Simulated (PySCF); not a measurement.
Electron correlation in Cu (copper, neutral)

[Ar] 3d10 4p1, 2P determinant (an excited configuration). Calculation: PySCF 2.14, in aug-cc-pVDZ-PP with ECP10MDF (5s5p4d2f, 54 functions); a scalar-relativistic core potential. Frozen: 3s2 3p6; 11 electrons correlated.

```csv
level,correlation energy (mhartree)
CCSD,-384.75
(T),-15.57
CCSD(T),-400.32
```

Diagnostics: T1 = 0.028, D1 = 0.0934, largest double amplitude 0.027.

Task: Is a single reference adequate?

Result: Yes: T1 lies below 0.03 and no double amplitude reaches 0.07.
